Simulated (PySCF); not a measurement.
# One molecule, several mistakes: AlGeH5OSi

All numbers below are calculated, not measured. They come from PySCF 2.14.0, an open-source quantum chemistry program, on an isolated molecule that a program drew, which may never have been made. The molecule is AlGeH5OSi (charge 0, singlet), drawn as the SMILES string `[O]=[Al][GeH2][SiH3]`.

Each row is a Hartree-Fock (HF) and frozen-core CCSD(T) single point in the cc-pV(D+d)Z basis, meant for a local HF minimum. Run 1 is clean. Each other run has one planted mistake out of seven kinds, and not every kind appears here: one electron removed, one electron added, multiplicity raised by two, geometry at a saddle point, minimal basis STO-3G, one bond length entered in bohr, all coordinates scaled. The reference is restricted for singlets and unrestricted otherwise, and also for a bond in bohr. Adding or removing an electron swaps singlet and doublet. Electrons count all cores. HOMO and LUMO are orbital energies over both spins, the gradient is its largest component, and the lowest frequency (negative if imaginary) is given only where the gradient is small. Bond lengths are over the 8 bonds as drawn. T1 is the CCSD diagnostic: over 0.02 (restricted) or 0.045 (unrestricted) a single reference is doubtful. Germanium has the cc-pVDZ-PP basis, with a core potential (ECP10MDF) in place of its 10 inner electrons, and its 3s, 3p and 3d shells are frozen in CCSD(T).

Geometry of the clean run:
```xyz
9
AlGeH5OSi, angstrom
O     2.0123   -3.2946   -1.1312
Al    0.4892   -2.8975   -1.1347
Ge   -1.8982   -2.2048   -1.1439
Si   -2.1480    0.1879   -1.2632
H    -2.5304   -2.7626    0.1357
H    -2.5571   -2.8890   -2.3465
H    -1.4843    0.7977   -0.0906
H    -1.5116    0.6741   -2.5067
H    -3.5867    0.5289   -1.2644
```

| run | electrons | basis functions | <S^2> | HOMO (eV) | LUMO (eV) | gradient (hartree/bohr) | lowest frequency (cm^-1) | mean bond (Å) | longest bond (Å) | T1 | HF (hartree) | CCSD(T) (hartree) | mistake |
|---|---|---|---|---|---|---|---|---|---|---|---|---|---|
| 1 | 72 | 108 | 0.000 | -10.54 | 1.18 | 7.3e-06 | 68 | 1.7463 | 2.486 | 0.0270 | -901.99328 | -902.51063 | no fault |
| 2 | 72 | 108 | 0.000 | -10.98 | 1.58 | 1.5e-01 | - | 1.6240 | 2.312 | 0.0234 | -901.94347 | -902.44999 | all coordinates scaled |
| 3 | 72 | 108 | 2.015 | -5.69 | -0.10 | 1.4e-01 | - | 1.7463 | 2.486 | 0.0392 | -901.91214 | -902.36855 | multiplicity raised by two |
| 4 | 73 | 108 | 0.780 | -0.13 | 6.10 | 4.8e-02 | - | 1.7463 | 2.486 | 0.0474 | -901.97317 | -902.50412 | one electron added |
| 5 | 71 | 108 | 0.755 | -15.37 | -5.84 | 1.1e-01 | - | 1.7463 | 2.486 | 0.0164 | -901.72921 | -902.17385 | ? |

**Which mistake was planted in run 5, and what did it cost?**

It counts 71 electrons, one fewer than the clean run, at the same geometry and basis. So the mistake is: one electron removed. Subtracting run 1 and multiplying by 627.51 kcal/mol a hartree, the energy moved by 165.7 kcal/mol in HF and 211.3 kcal/mol in CCSD(T).

Cautions from the logs. Run 1: T1 is over the limit, so its CCSD(T) energy is less reliable; run 2: T1 is over the limit, so its CCSD(T) energy is less reliable; run 4: T1 is over the limit, so its CCSD(T) energy is less reliable and the added electron raises the CCSD(T) energy, so it isn't bound in this basis.
